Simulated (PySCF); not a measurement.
Rows and methods have been separated. Pair them.

GaBr4 (charge -1).
SMILES: `[Br][Ga-]([Br])([Br])[Br]`

The closed-shell ground state was solved 6 times with PySCF (density fitting, gas phase), always in the def2-SVPD basis (202 functions), with these functionals: B3LYP, BHandHLYP, CAM-B3LYP, HF, LDA and PBE0. Isolated species at its PBE0-D3(BJ)/def2-SVP geometry, gas phase. The geometry's basis has no diffuse functions, a weakness for an anion. The calculation is non-relativistic and has no spin–orbit coupling, an omission that weighs most on bromine and gallium.

```csv
row,total energy (Eh),HOMO (eV),LUMO (eV)
P,-12203.1566,-3.02,1.25
Q,-12220.2883,-5.23,2.92
R,-12218.9102,-4.14,2.28
S,-12211.7707,-7.04,4.08
T,-12220.9662,-5.43,2.98
U,-12220.5024,-3.86,2.00
```

Which functional belongs to which row?

P = LDA, Q = BHandHLYP, R = PBE0, S = HF, T = CAM-B3LYP, U = B3LYP. By rising HOMO–LUMO gap: LDA (LDA) 4.27 eV; B3LYP (global hybrid, 20 % exact exchange) 5.86 eV; PBE0 (global hybrid, 25 % exact exchange) 6.42 eV; BHandHLYP (global hybrid, 50 % exact exchange) 8.15 eV; CAM-B3LYP (range-separated hybrid) 8.41 eV; HF (all exact exchange) 11.12 eV. Total energies of different functionals aren't bounds to one another; each is stationary for its own functional.
